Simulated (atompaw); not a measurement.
## Pseudopotential generation for phosphorus: PAW (atompaw), PBEsol, scalar-relativistic.

atompaw 4.2.0.5 input, output lines left out:

```
P 15
GGA-PBESOL scalarrelativistic loggrid 1500 logderivrange -4 5 226
3 3 0 0 0 0
3 1 1
0 0 0
c
c
v
c
v
2
1.55 1.35 1.10 1.45
y
0.6
n
y
-0.75
n
y
0.45
y
2.95
n
custom rrkj vanderbiltortho sinc
bessel
1.30
1.55
1.55
1.55
1.25
1.25
```

All-electron outer shells of the reference configuration (PBEsol, scalar-relativistic, ld1.x):

| shell | level (eV) | outermost node (bohr) | outermost maximum (bohr) |
| --- | --- | --- | --- |
| 3s | -33.90 | 0.65 | 1.52 |
| 3p | -24.24 | 0.63 | 1.68 |

Problem. Estimate the cutoffs (Ry, on a coarse ladder) from which the occupation-weighted sum of valence levels, in a spherical-Bessel basis at the reference potential, stays within 10 and 1 mRy of its value at 400 Ry.

Solution. 21 Ry and 35 Ry.

Problem. What does a ghost test show?

Solution. No extra level below or beside the all-electron valence levels (s, p, d, f tested).

Problem. Is the overlap operator S = 1 + Σ q|β⟩⟨β| positive definite (Bessel basis up to 400 Ry)?

Solution. Yes: its lowest eigenvalue is 0.15 (s channel).

Problem. Which valence shell sets the plane-wave cutoff?

Solution. 3s: its level needs 25 Ry to come within 1 mRy, against 12 Ry for 3p.
